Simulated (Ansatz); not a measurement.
Ansatz (an electronic-structure program) input (B2PLYP/def2-TZVPD):

Ansatz 0.2 input:
```yaml
crystal:
  periodic: [false, false, false]
  atoms:
    - {symbol: C, position_ang: [2.78185764, 0.08678802, 0.26334658]}
    - {symbol: C, position_ang: [1.56295431, -0.16598771, 0.15949736]}
    - {symbol: B, position_ang: [0.07365205, -0.02736776, 0.00856635]}
    - {symbol: Cl, position_ang: [-0.68182177, 1.53478119, -0.14815705]}
    - {symbol: Cl, position_ang: [-0.87330365, -1.49877902, -0.00360150]}
basis:
  gaussian:
    orbitals: def2-TZVPD
hamiltonian:
  xc: {name: B2PLYP}
magnetization: {spin_polarized: true, initial_magnetization: 1}
correlation: {electrons: outside_noble_gas}
```

Output:

```
Functional definition: B2PLYP
integrals: 0.30 GiB planned
1231 factors; integrals over basis functions are off by at most 1.3e-3 eV
0.33 GiB of the device are held for the grids
1.15 GiB of device memory are held for the factors and their scratch space
mean field: 1.74 GiB planned
mean field evaluation 1: about -27770.0116 eV, gradient 3.1e1 eV
mean field evaluation 2: about -27770.1610 eV, gradient 3.1e1 eV
mean field evaluation 4: about -27777.6415 eV, gradient 8.8e0 eV
mean field evaluation 8: about -27778.4654 eV, gradient 8.6e-1 eV
mean field evaluation 16: about -27778.4878 eV, gradient 6.2e-2 eV
mean field evaluation 32: about -27778.4889 eV, gradient 1.5e-4 eV
mean field evaluation 64: about -27773.7518 eV, gradient 2.4e1 eV
mean field -27778.48885491 eV, -1020.8406364820 hartree, gradient 9.7e-6 eV, S^2 0.793340; 6 other end points of the search recorded, 0 dependent functions left out
13 core orbitals not correlated
reference -27778.48903772 eV, -1020.8406432001 hartree; 13, 12 occupied and 177, 178 virtual orbitals, 1231 factors
second order -23.94975644 eV of doubles, -0.00000000 eV of singles
Total energy: -27784.95547196 eV, -1021.0782802752 hartree
```

It need not be the lowest isomer of its formula.
